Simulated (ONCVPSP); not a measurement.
**PBEsol ONCV dataset for niobium, scalar-relativistic all-electron reference.**

Input for ONCVPSP 4.0.1:

```
# ATOM AND REFERENCE CONFIGURATION
# atsym  z   nc   nv     iexc    psfile
  Nb 41.00    6    5  -116133      upf
#
#   n    l    f
    1    0    2.00
    2    0    2.00
    2    1    6.00
    3    0    2.00
    3    1    6.00
    3    2   10.00
    4    0    2.00
    4    1    6.00
    4    2    4.00
    5    0    0.50
    5    1    0.50
#
# PSEUDOPOTENTIAL AND OPTIMIZATION
# lmax
    2
#
#   l,   rc,      ep,       ncon, nbas, qcut
    0    2.05    0.00    4    8    5.90
    1    1.80    0.00    5   10    9.40
    2    1.90    0.00    4    9    5.90
#
# LOCAL POTENTIAL
# lloc, lpopt,  rc(5),   dvloc0
    4    5    1.75    0.00
#
# VANDERBILT-KLEINMAN-BYLANDER PROJECTORs
# l, nproj, debl
    0    3    1.90
    1    2    1.60
    2    2    0.90
#
# MODEL CORE CHARGE
# icmod, fcfact, rcfact
    3    5.25    1.30
#
# LOG DERIVATIVE ANALYSIS
# epsh1, epsh2, depsh
   -4.00    5.00    0.02
#
# OUTPUT GRID
# rlmax, drl
    6.00    0.01
#
# TEST CONFIGURATIONS
# ncnf
    4
# nvcnf
#   n    l    f
    5
    4    0    2.00
    4    1    6.00
    4    2    4.00
    5    0    1.00
    5    1    0.00
#
    5
    4    0    2.00
    4    1    6.00
    4    2    4.00
    5    0    0.00
    5    1    0.00
#
    5
    4    0    2.00
    4    1    6.00
    4    2    3.00
    5    0    0.00
    5    1    0.00
#
    5
    4    0    2.00
    4    1    6.00
    4    2    3.00
    5    0    2.00
    5    1    0.00
#
```

Command:

```bash
oncvpsp.x < Nb.dat > Nb.out
```

The program printed (shortened: citation, most of the input echo, consistency checks and plot data are left out):

```
ONCVPSP  (Optimized Norm-Conservinng Vanderbilt PSeudopotential)
scalar-relativistic version 4.0.1

#   n    l    f        energy (Ha)
    1    0    2.00    -6.9078234E+02
    2    0    2.00    -9.6648392E+01
    2    1    6.00    -8.6319344E+01
    3    0    2.00    -1.6134685E+01
    3    1    6.00    -1.2759071E+01
    3    2   10.00    -7.2365162E+00
    4    0    2.00    -2.1680102E+00
    4    1    6.00    -1.2914289E+00
    4    2    4.00    -1.3386672E-01
    5    0    0.50    -1.6312803E-01
    5    1    0.50    -5.3027994E-02

Reference configufation results
  iterations    27
  all-electron total energy (Ha)   -3.81744291D+03

Begin loop to  construct optimized pseudo wave functions
and semi-local pseudopoentials for all angular momenta

   Wellstate for l =  0  n =  6
     eigenvalue =   1.7369
     asymptotic potential =   2.2369
     half-point radius =  3.2990

Calculating optimized projector #   1

 for l=   0

    Fraction of norm inside rc  0.971558
    Optimizing pswf for qcut=   5.90 a_B^-1,  ecut=  17.43 Ha
    Residual kinetic energy error=  2.41D-06 Ha

    Energy error per electron        Cutoff
         Ha          eV             Ha
         0.01000     0.27211        4.33
         0.00100     0.02721       11.08
         0.00010     0.00272       13.83
         0.00001     0.00027       16.30

Calculating optimized projector #   2

 for l=   0

    Fraction of norm inside rc  0.078222
    Optimizing pswf for qcut=   5.90 a_B^-1,  ecut=  17.43 Ha
    Residual kinetic energy error=  5.01D-06 Ha

    Energy error per electron        Cutoff
         Ha          eV             Ha
         0.01000     0.27211        3.38
         0.00100     0.02721       10.36
         0.00010     0.00272       13.85
         0.00001     0.00027       16.79

Calculating optimized projector #   3

 for l=   0

    Fraction of norm inside rc  0.215119
    Optimizing pswf for qcut=   5.90 a_B^-1,  ecut=  17.43 Ha
    Residual kinetic energy error=  1.49D-04 Ha

    Energy error per electron        Cutoff
         Ha          eV             Ha
         0.01000     0.27211        9.75
         0.00100     0.02721       14.42
         0.00010     0.00272       18.11
         0.00001     0.00027       36.77

Calculating optimized projector #   1

 for l=   1

    Fraction of norm inside rc  0.856986
    Optimizing pswf for qcut=   9.41 a_B^-1,  ecut=  44.23 Ha
    Residual kinetic energy error=  6.37D-08 Ha

    Energy error per electron        Cutoff
         Ha          eV             Ha
         0.01000     0.27211       17.42
         0.00100     0.02721       25.95
         0.00010     0.00272       32.03
         0.00001     0.00027       36.56

Calculating optimized projector #   2

 for l=   1

    Fraction of norm inside rc  0.021284
    Optimizing pswf for qcut=   9.41 a_B^-1,  ecut=  44.23 Ha
    Residual kinetic energy error=  5.78D-09 Ha

    Energy error per electron        Cutoff
         Ha          eV             Ha
         0.01000     0.27211        5.24
         0.00100     0.02721       15.15
         0.00010     0.00272       25.32
         0.00001     0.00027       31.73

   Wellstate for l =  2  n =  5
     eigenvalue =   0.7661
     asymptotic potential =   1.2661
     half-point radius =  3.9192

Calculating optimized projector #   1

 for l=   2

    Fraction of norm inside rc  0.486390
    Optimizing pswf for qcut=   5.90 a_B^-1,  ecut=  17.39 Ha
    Residual kinetic energy error=  1.28D-04 Ha

    Energy error per electron        Cutoff
         Ha          eV             Ha
         0.01000     0.27211       11.22
         0.00100     0.02721       14.62
         0.00010     0.00272       17.95
         0.00001     0.00027       75.15

Calculating optimized projector #   2

 for l=   2

    Fraction of norm inside rc  0.195992
    Optimizing pswf for qcut=   5.90 a_B^-1,  ecut=  17.39 Ha
    Residual kinetic energy error=  2.21D-04 Ha

    Energy error per electron        Cutoff
         Ha          eV             Ha
         0.01000     0.27211       11.86
         0.00100     0.02721       15.45
         0.00010     0.00272       19.04
         0.00001     0.00027       39.01

Construct Vanderbilt / Kleinmman-Bylander projectors

B matrix Hermiticity error, ll=   0
   1   2    1.5674E-04
   1   3   -4.6555E-04
   2   3    8.7024E-05

  Orthonormal projector coefficients  2.1770E+01  3.0397E+00  5.2031E-01

B matrix Hermiticity error, ll=   1
   1   2    5.8511E-05

  Orthonormal projector coefficients  4.2851E+00 -1.6374E-01

B matrix Hermiticity error, ll=   2
   1   2    7.1865E-05

  Orthonormal projector coefficients -1.1652E+00 -4.8028E-01

Model core correction analysis
  based on d2Exc/dn_idn_j

d2excae - all-electron derivatives

   -3.312758D-02   -2.925570D-02   -1.378511D-02   -1.923528D-03
   -8.511447D-04
   -2.925599D-02   -2.756136D-02   -1.563988D-02   -2.593770D-03
   -9.096244D-04
   -1.378536D-02   -1.563993D-02   -1.826206D-02   -1.335803D-02
   -7.029355D-03
   -1.923398D-03   -2.593273D-03   -1.335185D-02   -2.918799D-02
   -2.342941D-02
   -8.511485D-04   -9.094556D-04   -7.020324D-03   -2.341648D-02
   -3.154541D-02

d2excps - pseudofunction derivatives with no core correction

   -4.536653D-02   -3.228634D-02   -1.409776D-02   -3.092496D-03
   -1.057739D-03
   -3.228678D-02   -3.095144D-02   -1.680541D-02   -2.823733D-03
   -1.064891D-03
   -1.409787D-02   -1.680551D-02   -1.876079D-02   -1.338149D-02
   -7.074884D-03
   -3.093622D-03   -2.823261D-03   -1.337532D-02   -2.928355D-02
   -2.344205D-02
   -1.057779D-03   -1.064733D-03   -7.065854D-03   -2.342912D-02
   -3.155284D-02

rms 2nd derivative error    2.726215E-03

rmatch, rhocmatch    0.7948    9.3215

Teter function model core charge with specified parameters

d2excps - pseudofunction derivatives with core correction

   -3.014902D-02   -2.669633D-02   -1.283379D-02   -1.867620D-03
   -7.951249D-04
   -2.669619D-02   -2.783984D-02   -1.607813D-02   -2.404941D-03
   -9.183075D-04
   -1.283383D-02   -1.607820D-02   -1.862877D-02   -1.328239D-02
   -7.036829D-03
   -1.867455D-03   -2.404432D-03   -1.327621D-02   -2.918456D-02
   -2.342289D-02
   -7.951093D-04   -9.181388D-04   -7.027799D-03   -2.340996D-02
   -3.154630D-02

rms 2nd derivative error    9.894856E-04

Pseudoatom total energy  -57.119761

Diagnostic tests using Vanderbilt-Kleinman-Bylander pseudopotentials
  1 or more projectors used as specified by nproj input data

   l    rcore       rmatch      e in        delta e   norm test  slope test

   0   2.0574219   2.1198897  -2.1680102   0.0000041   1.0001045   1.0000932
   0   2.0574219   2.1198897  -0.1631280   0.0000014   1.0000236   1.0000182
   0   2.0574219   2.1198897   1.7368720   0.0000192   1.0002011   1.0002011

   1   1.8037144   1.8584791  -1.2914289  -0.0000039   1.0001090   1.0001167
   1   1.8037144   1.8584791  -0.0530280   0.0000013   1.0000386   1.0000384

   2   1.9034856   1.9612796  -0.1338667  -0.0000003   1.0000473   1.0000425
   2   1.9034856   1.9612796   0.7661333  -0.0000038   1.0001772   1.0001772

 Testing for bound ghosts
   n   l    E NL Schr. Eq   E Basis Diag.   E Cutoff

   1   0       -2.168006       -2.168006     83.00
   2   0       -0.163127       -0.134434     83.00

   2   1       -1.291433       -1.291417    153.98
   3   1       -0.053027        0.089822    153.98

   3   2       -0.133867       -0.126670    122.15

 Testing for highly-localized positive-energy ghosts
       l    <radius>/rc     E Basis Diag.   E Cutoff

       0        0.515655       16.583395     83.00  WARNING - GHOST(+)

       0        0.681203       29.661096     83.00  WARNING - GHOST(+)

Test configuration 0

   n   l     f        eae           eps        diff
   1   0  2.0000 -690.78234386
   2   0  2.0000  -96.64839191
   2   1  6.0000  -86.31934436
   3   0  2.0000  -16.13468523
   3   1  6.0000  -12.75907093
   3   2 10.0000   -7.23651619
   4   0  2.0000   -2.16801015   -2.16800608    4.07D-06
   4   1  6.0000   -1.29142890   -1.29143276   -3.86D-06
   4   2  4.0000   -0.13386672   -0.13386699   -2.68D-07
   5   0  0.5000   -0.16312803   -0.16312661    1.42D-06
   5   1  0.5000   -0.05302799   -0.05302668    1.32D-06

    Total energies and differences
      AE_ref= -3.81744291D+03  AE_tst= -3.81744291D+03  dif=  0.00D+00
      PS_ref= -5.71197610D+01  PS_tst= -5.71197610D+01  dif=  7.11D-15
      PSP excitation error= -7.11D-15

Test configuration 1

   n   l     f        eae           eps        diff
   1   0  2.0000 -690.75884838
   2   0  2.0000  -96.62571369
   2   1  6.0000  -86.29663498
   3   0  2.0000  -16.11168006
   3   1  6.0000  -12.73607540
   3   2 10.0000   -7.21359258
   4   0  2.0000   -2.14437091   -2.14380746    5.63D-04
   4   1  6.0000   -1.26757055   -1.26742330    1.47D-04
   4   2  4.0000   -0.11229988   -0.11232397   -2.41D-05
   5   0  1.0000   -0.14749674   -0.14746405    3.27D-05

    Total energies and differences
      AE_ref= -3.81744291D+03  AE_tst= -3.81749731D+03  dif= -5.44D-02
      PS_ref= -5.71197610D+01  PS_tst= -5.71741592D+01  dif= -5.44D-02
      PSP excitation error=  8.19D-07

Test configuration 2

   n   l     f        eae           eps        diff
   1   0  2.0000 -690.99446005
   2   0  2.0000  -96.85744940
   2   1  6.0000  -86.52863564
   3   0  2.0000  -16.34438665
   3   1  6.0000  -12.96876110
   3   2 10.0000   -7.44597487
   4   0  2.0000   -2.37954705   -2.38051648   -9.69D-04
   4   1  6.0000   -1.50414354   -1.50444188   -2.98D-04
   4   2  4.0000   -0.34196342   -0.34195173    1.17D-05

    Total energies and differences
      AE_ref= -3.81744291D+03  AE_tst= -3.81725283D+03  dif=  1.90D-01
      PS_ref= -5.71197610D+01  PS_tst= -5.69296174D+01  dif=  1.90D-01
      PSP excitation error= -5.70D-05

Test configuration 3

   n   l     f        eae           eps        diff
   1   0  2.0000 -691.40897781
   2   0  2.0000  -97.27645883
   2   1  6.0000  -86.94728627
   3   0  2.0000  -16.76126550
   3   1  6.0000  -13.38562995
   3   2 10.0000   -7.86326213
   4   0  2.0000   -2.78665728   -2.78693368   -2.76D-04
   4   1  6.0000   -1.90465409   -1.90458970    6.44D-05
   4   2  3.0000   -0.70115650   -0.70107825    7.83D-05

    Total energies and differences
      AE_ref= -3.81744291D+03  AE_tst= -3.81673729D+03  dif=  7.06D-01
      PS_ref= -5.71197610D+01  PS_tst= -5.64141158D+01  dif=  7.06D-01
      PSP excitation error= -1.88D-05

Test configuration 4

   n   l     f        eae           eps        diff
   1   0  2.0000 -690.84914457
   2   0  2.0000  -96.72316945
   2   1  6.0000  -86.39355694
   3   0  2.0000  -16.20737086
   3   1  6.0000  -12.83179405
   3   2 10.0000   -7.30987366
   4   0  2.0000   -2.23353051   -2.23068584    2.84D-03
   4   1  6.0000   -1.35169234   -1.35091167    7.81D-04
   4   2  3.0000   -0.17079733   -0.17095147   -1.54D-04
   5   0  2.0000   -0.17327464   -0.17315834    1.16D-04

    Total energies and differences
      AE_ref= -3.81744291D+03  AE_tst= -3.81751694D+03  dif= -7.40D-02
      PS_ref= -5.71197610D+01  PS_tst= -5.71937023D+01  dif= -7.39D-02
      PSP excitation error= -8.75D-05
```

The run took about 5.9 s on one core of a shared server CPU.
